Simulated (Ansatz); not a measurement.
A series at In: from `[Cl][In]([Cl])[Cl]`, ligands are replaced one by one, each step taking up H₂ and setting free HCl; n counts the steps. Ansatz, PBE0-D4/def2-TZVP geometries.

```csv
n,molecule,"HOMO energy, ωB97M-V/def2-TZVPP (eV)"
0,`[Cl][In]([Cl])[Cl]`,?
1,`[Cl][InH][Cl]`,-11.14
2,`[Cl][InH2]`,-10.42
3,`[InH3]`,-10.37
```

By hand: fit a straight line y = ȳ + b (n − n̄) to the 3 given rows and predict n = 0.

n̄ = 2.000, ȳ = -10.643; Σ(n − n̄)(y − ȳ) = 0.770, Σ(n − n̄)² = 2.000, so b = 0.385 eV a step. Prediction: -10.643 + (0.385) × (-2.000) = -11.41 eV.

By hand: compare with the computed value, -11.74 eV, and give the steps along the whole series.

The line misses by -0.33 eV (computed minus predicted). Steps: 0.60, 0.72, 0.05 eV.

The steps differ by up to 0.67 eV without a steady trend. The highest orbital can change its character along such a series. The miss is 24.1 % of the series' range.
